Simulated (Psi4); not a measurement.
ethyl methyl carbonate (C₄H₈O₃), singlet, at a GFN2-xTB geometry; REVPBE/STO-3G (Psi4).

Psi4 was given this input:
```
memory 2 GB

molecule {
0 1
C    -3.03352122   -0.41163842   -0.03480905
C    -1.77002507    0.35031435    0.31622935
O    -0.65161878   -0.38828133   -0.18665742
C     0.54314173    0.14423225    0.04712074
O     0.75080793    1.16978543    0.63215238
O     1.47941538   -0.65062217   -0.47585791
C     2.81948238   -0.20793627   -0.30495175
H    -3.01068628   -1.39979818    0.41570490
H    -3.89948710    0.12993476    0.33426510
H    -3.11409601   -0.52390616   -1.11222340
H    -1.76694868    1.34905101   -0.13422869
H    -1.66043459    0.46592034    1.40019533
H     3.44392287   -0.97225834   -0.75959052
H     2.97001014    0.75423290   -0.79847543
H     3.05441669   -0.10006298    0.75572043
}

set {
  basis sto-3g
}

energy('revpbe')
print_variables()
```

Problem. Predict the main parts of the log of this Psi4 run.

Solution. 
```
   => Loading Basis Set <=

    Name: STO-3G
    Role: ORBITAL
    Keyword: BASIS

         ---------------------------------------------------------
                                   SCF
               by Justin Turney, Rob Parrish, Andy Simmonett
                          and Daniel G. A. Smith
                              RKS Reference
         ---------------------------------------------------------

  ==> Geometry <==

    Molecular point group: c1
    Full point group: C1

    Geometry (in Angstrom), charge = 0, multiplicity = 1:

       Center              X                  Y                   Z               Mass
    ------------   -----------------  -----------------  -----------------  -----------------
         C           -3.071428060534    -0.414463080451    -0.033843908717    12.000000000000
         C           -1.807931910534     0.347489689549     0.317194491283    12.000000000000
         O           -0.689525620534    -0.391105990451    -0.185692278717    15.994914619570
         C            0.505234889466     0.141407589549     0.048085881283    12.000000000000
         O            0.712901089466     1.166960769549     0.633117521283    15.994914619570
         O            1.441508539466    -0.653446830451    -0.474892768717    15.994914619570
         C            2.781575539466    -0.210760930451    -0.303986608717    12.000000000000
         H           -3.048593120534    -1.402622840451     0.416670041283     1.007825032230
         H           -3.937393940534     0.127110099549     0.335230241283     1.007825032230
         H           -3.152002850534    -0.526730820451    -1.111258258717     1.007825032230
         H           -1.804855520534     1.346226349549    -0.133263548717     1.007825032230
         H           -1.698341430534     0.463095679549     1.401160471283     1.007825032230
         H            3.406016029466    -0.975083000451    -0.758625378717     1.007825032230
         H            2.932103299466     0.751408239549    -0.797510288717     1.007825032230
         H            3.016509849466    -0.102887640451     0.756685571283     1.007825032230

  Running in c1 symmetry.

  Rotational constants: A =      0.28990  B =      0.04506  C =      0.03988 [cm^-1]
  Rotational constants: A =   8690.84750  B =   1351.00780  C =   1195.48242 [MHz]
  Nuclear repulsion =  320.927673274860581

  Charge       = 0
  Multiplicity = 1
  Electrons    = 56
  Nalpha       = 28
  Nbeta        = 28

  ==> Algorithm <==

[...]
   @DF-RKS iter   4:  -377.79572917420762   -2.51804e-02   1.59512e-03 DIIS/ADIIS
   @DF-RKS iter   5:  -377.79838466411383   -2.65549e-03   1.50648e-04 DIIS/ADIIS
   @DF-RKS iter   6:  -377.79840672140170   -2.20573e-05   5.12620e-05 DIIS
   @DF-RKS iter   7:  -377.79840936497362   -2.64357e-06   1.93275e-05 DIIS
   @DF-RKS iter   8:  -377.79840977107790   -4.06104e-07   5.24793e-06 DIIS
   @DF-RKS iter   9:  -377.79840980782336   -3.67455e-08   6.24659e-07 DIIS
  Energy and wave function converged.

  ==> Post-Iterations <==

   Electrons on quadrature grid:
      Ntotal   =   56.0000038600 ; deviation = 3.860e-06

    Orbital Energies [Eh]
    ---------------------

    Doubly Occupied:

[...]
      28A     -0.080470

    Virtual:

[...]
    Final Occupation by Irrep:
              A
    DOCC [    28 ]
    NA   [    28 ]
    NB   [    28 ]

  @DF-RKS Final Energy:  -377.79840980782336

   => Energetics <=

    Nuclear Repulsion Energy =            320.9276732748605809
    One-Electron Energy =               -1153.8836105198447513
    Two-Electron Energy =                 505.6912234198001102
    DFT Exchange-Correlation Energy =     -50.5336959826393084
    Empirical Dispersion Energy =           0.0000000000000000
    VV10 Nonlocal Energy =                  0.0000000000000000
    Total Energy =                       -377.7984098078233615

Computation Completed

Properties will be evaluated at   0.000000,   0.000000,   0.000000 [a0]

Properties computed using the SCF density matrix

 Multipole Moments:

 ------------------------------------------------------------------------------------
     Multipole            Electronic (a.u.)      Nuclear  (a.u.)        Total (a.u.)
 ------------------------------------------------------------------------------------

 L = 1.  Multiply by 2.5417464519 to convert [e a0] to [Debye]
 Dipole X            :          3.8825079           -4.0114782           -0.1289703
 Dipole Y            :          0.2285930           -0.2989183           -0.0703252
 Dipole Z            :         -0.1334709            0.1021355           -0.0313354
 Magnitude           :                                                    0.1502028

 ------------------------------------------------------------------------------------

  Variable Map:
  ----------------------------------------------------------------------------
[...]
  Array Variable Map:
  ----------------------------------------------------------------------------
[...]
[...]
```
